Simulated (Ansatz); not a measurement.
The cluster Be₄. Charge 0, multiplicity 1. Geometry PBE/def2-TZVP, that of the charge +1 doublet.

```tsv
atom	x (Å)	y (Å)	z (Å)
Be1	-0.0859	1.3618	-0.6614
Be2	-1.0752	-0.5216	-0.9339
Be3	1.0745	0.5219	0.9346
Be4	0.0866	-1.3621	0.6607
```

A triplet lies near this restricted singlet, and broken spin symmetry wasn't tried. At PBE/def2-TZVP, r2SCAN/def2-TZVP an occupied level of the charge 0 singlet lies above an empty one (by up to 0.18 eV), so this SCF solution is probably not the lowest. At PBE0/def2-TZVP a triplet of charge 0 lies 0.53 eV below the restricted singlet at the same geometry. The structure comes from a short search, and lower isomers may exist.

Question: Estimate the orbital energies around the gap (eV) in Ansatz with PBE/def2-TZVP, r2SCAN/def2-TZVP, PBE0/def2-TZVP.

Answer: 
| orbital | PBE/def2-TZVP | r2SCAN/def2-TZVP | PBE0/def2-TZVP |
| --- | --- | --- | --- |
| HOMO−5 | -105.45 | -108.11 | -110.76 |
| HOMO−4 | -105.45 | -108.11 | -110.76 |
| HOMO−3 | -8.80 | -9.28 | -9.97 |
| HOMO−2 | -5.85 | -6.10 | -6.38 |
| HOMO−1 | -5.85 | -6.10 | -6.38 |
| HOMO | -3.69 | -3.79 | -4.14 |
| LUMO | -3.88 | -3.90 | -2.89 |
| LUMO+1 | -3.59 | -3.54 | -2.62 |
| LUMO+2 | -2.97 | -2.83 | -1.91 |
| LUMO+3 | -1.37 | -1.08 | -0.30 |
| LUMO+4 | -1.37 | -1.08 | -0.30 |
| LUMO+5 | -1.25 | -1.01 | -0.24 |
